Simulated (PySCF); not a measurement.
A structure optimised at PBE0-D3(BJ)/def2-SVP, used in a PySCF frequency run:

```
B
O 1 1.3691
O 1 1.3700 2 115.03
H 3 0.9590 1 113.28 2 180.00
C 2 1.3910 1 121.68 3 180.00
H 5 1.1002 2 108.85 1 180.00
H 5 1.1070 6 107.56 2 121.97
H 5 1.1070 6 107.56 7 116.06
N 1 1.4208 2 121.91 5 0.00
H 9 1.0091 1 123.83 2 180.00
H 9 1.0092 10 113.07 1 180.00
```

Problem. Write its SMILES, formula and point group.

Solution. COB(N)O, CH₆BNO₂, Cs

Problem. What are its rotational constants (standard atomic weights)?

Solution. 8.9390, 4.0147, 2.8204 GHz
